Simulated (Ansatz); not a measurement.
System: C4H4N, net charge -1, singlet state. It need not be the lowest isomer of its formula. Whether it binds its extra electron was not tested at this geometry. 
Coordinates optimised at B3LYP-D3(BJ)/def2-TZVP (Ansatz, an electronic-structure program):
```
C
C 1 1.3630
H 2 1.0829 1 120.71
H 2 1.0839 3 117.53 1 180.00
H 1 1.0918 2 115.67 3 0.00
C 1 1.4177 5 113.21 2 180.00
H 6 1.0823 1 119.10 5 0.00
C 6 1.3908 7 116.80 1 180.00
N 8 1.1706 7 152.57 6 180.00
```
Charge -1, spin multiplicity 1.

Basis-set convergence of Hartree-Fock and CCSD(T) correlation energies (hartree) with Ansatz. Cores are frozen in the correlated levels unless marked. No spin-orbit coupling. No relativistic terms.

```tsv
basis	functions	E(HF)	E(corr, CCSD(T))
aug-cc-pVDZ	151	-208.23839	-0.78404
aug-cc-pVTZ	322	?	?
```

### Question
Complete the blanks.

### Answer

- aug-cc-pVTZ, E(HF): -208.28588
- aug-cc-pVTZ, E(corr, CCSD(T)): -0.92004
